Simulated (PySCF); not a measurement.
NMR problem set

- spin–spin couplings from B3LYP/pcJ-1 (spin–dipole term left out of most H,H and C,H couplings)
- NMR shieldings at PBE0/pcSseg-1/GIAO
- PBE0-D3(BJ)/def2-SVP structure
- run in PySCF 2.14.0 with density-fitted response routines
- a single conformation, fast rotation and ring inversion assumed for equivalent nuclei, no relativistic terms, isolated molecule

Chemical shifts δ = σref − σ; TMS for $^{1}$H (31.27 ppm) and $^{13}$C (184.41 ppm), all at this level. Multiplet labels drop J under 1 Hz and among equivalent protons, and merge close values. Unscaled 3J(H,H) run several per cent high. One-bond C–F couplings are unscaled and too large by tens of Hz. Shifts are as computed. Against solution values, carbons near 30 ppm lie about +2 ppm off and those near 130 ppm about +5 ppm. Of 1313 compounds with measured shifts, 239 miss one by over three times the rms of a fit or turn the order of signals round; such compounds aren't used in these exercises.

Problem. C₉H₈F₄. $^{1}$H NMR (300 MHz, computed): δ 6.82 (m, 1H), 6.62 (ddd, J = 19.0, 12.3, 1.8 Hz, 1H), 6.14 (m, 1H), 5.72 (m, 1H), 5.54 (ddt, J = 12.3, 2.8, 1.1 Hz, 1H), 5.52 (ddd, J = 19.0, 3.2, 1.1 Hz, 1H), 2.99 (m, 1H), 2.82 (m, 1H). $^{13}$C{$^{1}$H} NMR (computed): δ 146.0 (CH), 141.9 (C, d, J = 7.8 Hz), 139.5 (CH, qd, J = 5.3, 3.6 Hz), 133.9 (C, qd, J = 32.5, 16.7 Hz), 133.7 (CH, d, J = 16.5 Hz), 128.1 (C, q, J = 336.6 Hz), 122.3 (CH2), 80.4 (CH, d, J = 223.0 Hz), 27.9 (CH2). Identify the compound.

Solution. `C=CC1=C[C@H](F)C(C(F)(F)F)=CC1`. The formula gives 4 degrees of unsaturation (1 ring in the answer). 9 carbon signals for 9 carbons: no two carbons are equivalent. Carbon types of the structure: 3 × C, 4 × CH, 2 × CH2, which accounts for all hydrogens. δC 146.0, 139.5, 133.7: alkene CH; an sp2 carbon of a C=C bond. δC 141.9, 133.9: fully substituted alkene carbon; as expected for a trigonal carbon in a double bond. δC 128.1: CF3 carbon; 3 electronegative neighbours deshield it. δC 80.4: allylic sp3 CH bonded to F; pulled downfield by the heteroatom. The protons at 5.52 and 6.62 share a coupling of 19.0 Hz (vicinal, trans across C=C). The protons at 5.54 and 6.62 share a coupling of 12.3 Hz (vicinal, cis across C=C).

The data come from this structure; uniqueness wasn't tested.

Problem. C₅H₃F₆NO₂. $^{1}$H NMR (400 MHz, computed): δ 3.46 (sept, J = 1.5 Hz, 3H). $^{13}$C{$^{1}$H} NMR (computed): δ 165.0 (C, m), 120.5 (C, q, J = 354.3 Hz), 30.6 (CH3). What is it?

Solution. `CN(C(=O)C(F)(F)F)C(=O)C(F)(F)F`. The formula gives 2 degrees of unsaturation (no ring in the answer). 3 carbon signals for 5 carbons: some carbons are equivalent by symmetry or fast rotation. Carbon types of the structure: 4 × C, 1 × CH3, which accounts for all hydrogens. δC 165.0: amide carbonyl carbon; it is a carbonyl in resonance with an O or N lone pair, the region of acids, esters and amides. δC 120.5: CF3 carbon; 3 electronegative neighbours deshield it. δC 30.6: methyl carbon bonded to N; the inductive effect lowers its shielding. δH 3.46: hydrogen on a methyl carbon bonded to N; its carbon carries N, which withdraws density.

The shifts were computed for this structure.
